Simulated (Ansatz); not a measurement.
`[CH3][GeH]([CH3])[SH]` + H₂ → `[CH3][GeH2][SH]` + CH₄ at 400 K and 1 bar (hydrogenolysis of a Ge–C bond).

Computed with Ansatz on PBE0-D4/def2-TZVP structures; ΔE is electronic, products minus reactants. CCSD(T)/CBS is the MP2 limit (def2-TZVPP, def2-QZVPP) plus CCSD(T) − MP2 in def2-TZVPP, frozen cores. This one scheme is used for every species. For Ge outer-core shells are correlated without core-valence functions, which leaves a few kJ/mol of doubt a bond. Scalar relativity is left out up to krypton. Each species was taken in one conformer, which may not be the lowest.

```csv
species,CCSD(T)/CBS energy (Eh),H − E (kJ/mol),S (J/(mol·K))
`[CH3][GeH]([CH3])[SH]`,-2554.85122,274.7,405.5
H₂,-1.17544,38.0,139.0
`[CH3][GeH2][SH]`,-2515.57584,190.8,357.6
CH₄,-40.46206,131.3,197.2
```

H − E and S are ideal-gas, rigid-rotor, harmonic terms from PBE0-D4/def2-TZVP, for one conformer and one mirror image of each species. For small species the MP2-based limit differs from directly extrapolated CCSD(T) by up to some mEh (0.8 for H₂); such offsets cancel only in part. 1 Eh = 2625.50 kJ/mol, R = 8.31446 J/(mol·K).

Q: By hand: ΔE, ΔH, ΔS and ΔG.

A: ΔE = (-2515.57584) + (-40.46206) − (-2554.85122) − (-1.17544) = -0.01124 Eh = -29.5 kJ/mol. Δ(H − E) = 190.8 + 131.3 − 274.7 − 38.0 = 9.4, so ΔH = -20.1 kJ/mol. ΔS = 357.6 + 197.2 − 405.5 − 139.0 = 10.3 J/(mol·K). ΔG = -20.1 − 400 × (10.3)/1000 = -24.2 kJ/mol.

Q: By hand: the equilibrium constant, and the temperature at which ΔG would vanish if ΔH and ΔS stayed fixed.

A: log₁₀ K = −ΔG/(RT ln 10) = 3.2. ΔH and −TΔS have one sign here, so there is no such temperature.

The number of gas molecules stays the same, so ΔS is small and ΔH decides. A doubt of 5 kJ/mol in ΔE shifts log₁₀ K by 0.7 here. Other conformers and mirror images would add mixing entropy, several J/(mol·K) or more a flexible species. These are equilibria of isolated gas molecules and say nothing of rates. Largest T1 diagnostic: 0.010 (customary marks: 0.02 for closed shells, 0.045 for open ones).

ΔS is within the doubt of such terms, so its sign, and with it that verdict, could turn.
